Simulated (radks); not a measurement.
Q: The thallium ion Tl12+ is in [Xe] 4f14 5d1. Calculated with a radial shooting solver on a logarithmic mesh with Libxc functionals: scalar-relativistic Kohn-Sham, BLYP, spin-polarised, spherical densities, finite nucleus; Fermi nuclear charge, rms radius of each element as measured or else 0.836 A^(1/3) + 0.57 fm. Open shells are filled with parallel spins first. One electron is removed from 5d, 5s, 5p, 4f in turn, with full relaxation. Which removal costs least, and what does each cost?

A: 5d 217.26 eV; 5p 289.75 eV; 5s 350.86 eV; 4f 351.34 eV. The 5d electron leaves first.
